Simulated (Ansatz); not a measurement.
`C[Se]C(O)F` + `[AsH3]` → `C[Se][AsH2]` + `OCF`  (ligand exchange at the Se–C bond)

Program: Ansatz. Geometries: PBE0-D4/def2-TZVP. ΔE: electronic, gas phase. CCSD(T)/CBS is the MP2 limit (def2-TZVPP, def2-QZVPP) plus CCSD(T) − MP2 in def2-TZVPP, frozen cores. For As, Se outer-core shells are correlated without core-valence functions, which leaves a few kJ/mol of doubt a bond. Scalar relativity is left out up to krypton. One conformer a species, not always the lowest.

```csv
species,CCSD(T)/CBS(def2) energy (Eh)
`C[Se]C(O)F`,-2654.76923
`[AsH3]`,-2236.79077
`C[Se][AsH2]`,-4676.77761
`OCF`,-214.81254
```

Q: Work out ΔE.

A: ΔE = (-4676.77761) + (-214.81254) − (-2654.76923) − (-2236.79077) = -0.03015 Eh = -18.9 kcal/mol.

Largest T1 diagnostic among the species: 0.011.

In def2-TZVPP, CCSD(T) changes the Hartree–Fock value by +4.0 kcal/mol (the triples alone add +0.5 kcal/mol) and MP2 by +3.0 kcal/mol. From PBE to PBE0 (25 % exact exchange), in def2-TZVPP and without D4, ΔE moves by −0.9 kcal/mol.
